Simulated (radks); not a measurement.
Trend from Li to Ne: ionisation energy by Delta-SCF between NIST ground configurations, and size. Method: non-relativistic Kohn-Sham, PBE, spin-unpolarised, spherical densities, point nucleus; computed with a radial shooting solver on a logarithmic mesh with Libxc functionals.

[
 {"species": "Li", "configuration": "[He] 2s1", "IE (eV)": "5.296", "NIST (eV)": "5.392", "kind": "exp.", "outermost": "2s", "<r> outermost (bohr)": "3.91"},
 {"species": "Be", "configuration": "[He] 2s2", "IE (eV)": "9.549", "NIST (eV)": "9.323", "kind": "exp.", "outermost": "2s", "<r> outermost (bohr)": "2.60"},
 {"species": "B", "configuration": "[He] 2s2 2p1", "IE (eV)": "8.222", "NIST (eV)": "8.298", "kind": "exp.", "outermost": "2p", "<r> outermost (bohr)": "2.30"},
 {"species": "C", "configuration": "[He] 2s2 2p2", "IE (eV)": "10.865", "NIST (eV)": "11.260", "kind": "exp.", "outermost": "2p", "<r> outermost (bohr)": "1.80"},
 {"species": "N", "configuration": "[He] 2s2 2p3", "IE (eV)": "13.597", "NIST (eV)": "14.534", "kind": "exp.", "outermost": "2p", "<r> outermost (bohr)": "1.48"},
 {"species": "O", "configuration": "[He] 2s2 2p4", "IE (eV)": "16.439", "NIST (eV)": "13.618", "kind": "exp.", "outermost": "2p", "<r> outermost (bohr)": "1.27"},
 {"species": "F", "configuration": "[He] 2s2 2p5", "IE (eV)": "19.401", "NIST (eV)": "17.423", "kind": "exp.", "outermost": "2p", "<r> outermost (bohr)": "1.11"},
 {"species": "Ne", "configuration": "[Ne]", "IE (eV)": "22.491", "NIST (eV)": "21.565", "kind": "exp.", "outermost": "2p", "<r> outermost (bohr)": "0.982"}
]

Reference values: NIST Atomic Spectra Database (exp. = measured, semi-emp. = semi-empirical, theory = theoretical value adopted there). Spin polarisation and multiplet splitting are left out, so open shells lie too high by an amount that depends on their filling.

Beside tabulated values, note that spin-unpolarised runs miss the spin-polarisation part of the exchange energy of open shells.
